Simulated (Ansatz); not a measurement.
# Worked example: C4H3N + C2H5Sn → C4H2N + C2H6Sn

Species: C4H3N `C#CCC#N`, singlet; C2H5Sn `C=[CH][SnH2]`, doublet; C4H2N (1-cyano propargyl radical) `C#C[CH]C#N`, doublet; C2H6Sn `C=[CH][SnH3]`, singlet. A radical takes H: the energy is the difference in strength between the C–H bond broken and the Sn–H bond made.

Shapes, held fixed at every level: PBE0-D4/def2-TZVP. Flexible molecules stand in one conformer, not always the lowest. Programs: Ansatz 0.2.0. The zero-point and thermal change to 298 K, harmonic and unscaled (PBE0-D4/def2-TZVP), is -14.2 kJ/mol.

At B2PLYP/def2-TZVPP; 1 Eh = 2625.50 kJ/mol:

| species | energy (Eh) |
| --- | --- |
| C4H3N | -208.795482 |
| C2H5Sn | -293.179781 |
| C4H2N | -208.155847 |
| C2H6Sn | -293.802149 |

Problem. Work out ΔH(298 K) of the reaction at this level.

Solution. 
1. Products less reactants: (-208.155847) + (-293.802149) − [(-208.795482) + (-293.179781)] = 0.017267 Eh = +45.3 kJ/mol.
2. With the thermal change: +45.3 + (-14.2) = +31.1 kJ/mol.

Other levels give +4.1 (HF/def2-TZVPP) to +25.5 kJ/mol (wB97X-V/def2-TZVPP). No measured value is set beside it here. Spin contamination: C2H5Sn (⟨S²⟩ up to 0.83), C4H2N (⟨S²⟩ up to 1.11). Open shells run unrestricted. For atoms past krypton def2 sets carry core potentials with scalar relativity. Outer-core shells of Sn are correlated, in sets that cover them unevenly. B2PLYP/def2-TZVPP lies outside the range of all other levels here, so it shouldn't be taken on trust. The median of the other levels is +17.9 kJ/mol.
